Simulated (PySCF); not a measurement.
BH₂O₃, SMILES [O]B(O)O (connectivity only; charge and spin as stated), charge -1, multiplicity 1. Atoms are numbered in the order given.

```xyz
6

O      0.0000     0.0000     1.4881
B      0.0000     0.0000     0.2066
O      0.0000     1.2117    -0.6143
O      0.0000    -1.2117    -0.6143
H      0.0000     1.0262    -1.5547
H      0.0000    -1.0262    -1.5547
```
Charge -1, spin multiplicity 1.

Geometry optimised at ωB97X-D3(BJ)/def2-SVPD. The multiplicity is an assumed one; other spin states were not compared. The isomer is the one that the SMILES or the coordinates give; other isomers of the formula were not compared. The values are those of a single conformer.

Level of theory: PBE/pcSseg-2 (PySCF).

GIAO shieldings, no solvent; atoms alike by connectivity are averaged. δ = σ(ref) − σ: ¹⁷O against H2O (σ = 327.5 ppm); ¹¹B against BF3 (σ = 83.1 ppm); ¹H against TMS (σ = 31.47 ppm), references at their B3LYP-D3(BJ)/def2-TZVP geometries, non-relativistic.

Estimate the chemical shifts. (An estimate is asked for; the answer gives what the named calculation found.)


```json
[
 {"nucleus": "¹⁷O", "atoms": "O1", "count": "1", "δ (ppm)": "132.2"},
 {"nucleus": "¹⁷O", "atoms": "O3, O4", "count": "2", "δ (ppm)": "75.9"},
 {"nucleus": "¹¹B", "atoms": "B2", "count": "1", "δ (ppm)": "4.4"},
 {"nucleus": "¹H", "atoms": "H5, H6", "count": "2", "δ (ppm)": "-0.40"}
]
```
